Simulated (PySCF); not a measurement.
C₂H₅O, SMILES [CH2]CO, multiplicity 2. Geometry: PBE-D3(BJ)/def2-TZVP. The isomer is the one that the SMILES or the coordinates give; other isomers of the formula were not compared. The values are those of a single conformer.

The numbers are results of PBE-D3(BJ)/def2-TZVP (PySCF), not measurements.

Harmonic wavenumbers (cm⁻¹): 189, 337, 414, 542, 794, 924, 1058, 1091, 1140, 1308, 1347, 1403, 1422, 2894, 2913, 3078, 3186, 3671. Rotational constants (GHz): 37.98, 9.855, 8.539; symmetry number 1.

### Question
Work out the zero-point energy and the ideal-gas rigid-rotor harmonic-oscillator thermochemistry at 298.15 K and 1 atm.

### Answer
ZPE = ½ Σ hcν = ½ × 27712 cm⁻¹ = 165.75 kJ/mol. H − E(el) = 180.09 kJ/mol. Entropy in J/(mol K): translation 156.24, rotation 92.61, vibration 23.23, spin 5.76, total 277.85. G − E(el) = 97.25 kJ/mol. Cp = 68.86 J/(mol K).
